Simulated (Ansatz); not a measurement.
Start from `OC(F)S[SiH3]` and change one atom or group to get `OCF`.

Ansatz, PBE0-D4/def2-TZVP geometries, multiplicity 1. Each molecule was computed in one conformer, which needn't be the lowest.

```csv
property,`OC(F)S[SiH3]`
LUMO energy (PBE0/def2-TZVPP) / eV,-0.16
size of the dipole moment (ωB97M-V/def2-TZVPP) / D,1.60
zero-point energy (PBE0-D4/def2-TZVP) / kJ/mol,162.9
HOMO energy (B3LYP/def2-TZVPP) / eV,-7.36
size of the dipole moment (PBE/def2-TZVPP) / D,1.44
LUMO energy (PBE/def2-TZVPP) / eV,-1.08
```

Q: Give the same properties after the change, and the shifts. (Estimate.)

A: Computed: 
```csv
property,`OCF`,shift
LUMO energy (PBE0/def2-TZVPP) / eV,0.99,1.15
size of the dipole moment (ωB97M-V/def2-TZVPP) / D,1.82,0.22
zero-point energy (PBE0-D4/def2-TZVP) / kJ/mol,118.9,-44.0
HOMO energy (B3LYP/def2-TZVPP) / eV,-8.89,-1.53
size of the dipole moment (PBE/def2-TZVPP) / D,1.72,0.28
LUMO energy (PBE/def2-TZVPP) / eV,0.09,1.17
```

With PBE0 the HOMO falls by 1.53 eV and the LUMO rises by 1.15 eV, so the gap widens by about 2.68 eV. PBE moves the HOMO by -1.03 eV and ωB97M-V by -1.78 eV. The zero-point energy changes by -44.0 kJ/mol with -12 modes. Dipoles are sizes alone; their direction can turn.

B3LYP here is the variant with VWN-RPA as its local correlation; programs differ in this.
